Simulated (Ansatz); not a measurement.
Computed with Ansatz on PBE0-D4/def2-TZVP structures; ΔE is electronic, products minus reactants. CCSD(T)/CBS is the MP2 limit (def2-TZVPP, def2-QZVPP) plus CCSD(T) − MP2 in def2-TZVPP, frozen cores. This one scheme is used for every species. Functionals use def2-TZVPP. For Se outer-core shells are correlated without core-valence functions, which leaves a few kJ/mol of doubt a bond. Scalar relativity is left out up to krypton. Each species was taken in one conformer, which may not be the lowest.

Consider the hydrogenolysis of a B–Cl bond: `ClB[SeH]` + H₂ → `B[SeH]` + HCl.

```tsv
level	ΔE (kJ/mol)	difference from CCSD(T)/CBS
LDA (SPW92)	68.5	7.5
r2SCAN-D4	68.7	7.7
r2SCAN0-D4	64.7	3.7
ωB97X-V	60.1	-0.9
ωB97M-V	61.9	0.9
BHLYP	51.4	-9.6
RPA@PBE/def2-TZVPP	54.9	-6.1
CCSD/def2-TZVPP	53.3	-7.7
SCS-MP2/def2-QZVPP	62.7	1.7
CCSD/CBS(def2)	56.0	-5.0
CCSD(T)/CBS	61.0	0
```

Largest T1 diagnostic among the species: 0.013.

Leaving LDA and LC-ωPBE aside and taking each functional with its dispersion term where it has one, the values, not all of them listed here, spread over 13.9 kJ/mol, from BHLYP-D4 to revPBE-D4. LDA lies +4.0 kJ/mol from PBE without D4. In def2-TZVPP, CCSD(T) changes the Hartree–Fock value by +16.8 kJ/mol (the triples alone add +5.0 kJ/mol) and MP2 by +26.7 kJ/mol.
